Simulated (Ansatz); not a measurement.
Reaction (cleavage of the Si–Si bond): `F[Si](F)(F)[SiH](Cl)Cl` + CH₃SH → `CS[SiH](Cl)Cl` + `F[SiH](F)F`

Gas-phase electronic energies from Ansatz, PBE0-D4/def2-TZVP geometries. CBS: MP2 limit from def2 TZ/QZ plus the TZ coupled-cluster correction, frozen cores. This one scheme is used for every species. Functionals use def2-TZVPP. Each species was taken in one conformer, which may not be the lowest.

```
        level  ΔE (eV)
      PBE0-D4    -0.85
      LC-ωPBE    -0.84
 MP2/def2-SVP    -1.05
HF/def2-TZVPP    -0.91
```

Q: What does CCSD(T)/CBS give? (Estimate.)

A: The calculation gave: -0.96 eV. The listed levels differ from it by 0.11, 0.12, -0.09, 0.05 eV.

Q: What do rigid-rotor, harmonic-oscillator terms from PBE0-D4/def2-TZVP frequencies (298.15 K, 1 bar) make of the CCSD(T)/CBS value? (Best estimate.)

A: Computed: ΔZPE = +0.03 eV, ΔH = -0.95 eV, ΔS = -19 J/(mol·K), ΔG = -0.89 eV. Modes under 50 cm⁻¹ make the entropy rough.

Largest T1 diagnostic among the species: 0.012.

From PBE to PBE0 (25 % exact exchange), in def2-TZVPP and without D4, ΔE moves by −0.06 eV. Leaving LDA and LC-ωPBE aside and taking each functional with its dispersion term where it has one, the values, not all of them listed here, spread over 0.16 eV, from PBE-QIDH to PBE-D4. LDA lies −0.07 eV from PBE without D4.
